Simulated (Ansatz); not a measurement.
Consider the ligand exchange at a Ge–F bond: `[CH3][GeH]([F])[Cl]` + HI → `[CH3][GeH]([Cl])[I]` + H–F.

Gas-phase electronic energies from Ansatz, PBE0-D4/def2-TZVP geometries. CCSD(T)/CBS adds triple-zeta CCSD(T) − MP2 to the extrapolated MP2 energy (def2 sets, frozen cores). This one scheme is used for every species. Functionals use def2-TZVPP. HSE06 is defined as in plane-wave codes. def2 core potentials past Kr. For Ge, I outer-core shells are correlated without core-valence functions, which leaves a few kJ/mol of doubt a bond. Scalar relativity is left out up to krypton.

`[CH3][GeH]([F])[Cl]`:

Cartesian coordinates in Å:
```
C -0.997 -0.027 0.410
Ge 0.724 0.090 -0.449
F 1.100 -1.480 -1.086
Cl 2.240 0.500 1.009
H -1.251 0.930 0.866
H -1.758 -0.293 -0.325
H -0.956 -0.795 1.183
H 0.898 1.076 -1.608
```

HI:

Cartesian coordinates in Å:
```
I 0.236 -0.519 0.568
H -0.236 0.519 -0.568
```

`[CH3][GeH]([Cl])[I]`:

Cartesian coordinates in Å:
```
C 0.264 0.309 1.035
Ge -0.388 -0.220 -0.708
Cl -0.164 1.452 -2.047
I 0.990 -2.125 -1.588
H 1.312 0.593 0.956
H -0.319 1.158 1.394
H 0.166 -0.526 1.730
H -1.861 -0.640 -0.773
```

H–F:

```xyz
2

F     0.330   -0.263   -0.183
H    -0.330    0.263    0.183
```

```json
{"level": "r2SCAN0-D4", "ΔE (kJ/mol)": "-19.5"}
{"level": "HSE06-D4", "ΔE (kJ/mol)": "-26.5"}
{"level": "PBE0", "ΔE (kJ/mol)": "-20.2"}
{"level": "HF/def2-QZVPP", "ΔE (kJ/mol)": "-0.9"}
```

(1) What does CCSD(T)/CBS give? (Estimate.)

Largest T1 diagnostic among the species: 0.011.

Results:

(1) The calculation gave: -25.4 kJ/mol. The listed levels differ from it by 5.9, -1.1, 5.2, 24.5 kJ/mol.

In def2-TZVPP, CCSD(T) changes the Hartree–Fock value by −12.3 kJ/mol (the triples alone add −2.4 kJ/mol) and MP2 by −24.4 kJ/mol. The D4 term adds −10.0 kJ/mol with B3LYP and −5.5 kJ/mol with PBE0; it sums over pairs of atoms, weighted by their polarisabilities, and B3LYP, whose exchange is more repulsive, gets the larger term. At CCSD(T), def2-SVP lies +25.5 kJ/mol from the extrapolated value and def2-TZVPP +10.5 kJ/mol.

B3LYP here is the variant with VWN-RPA as its local correlation; programs differ in this.
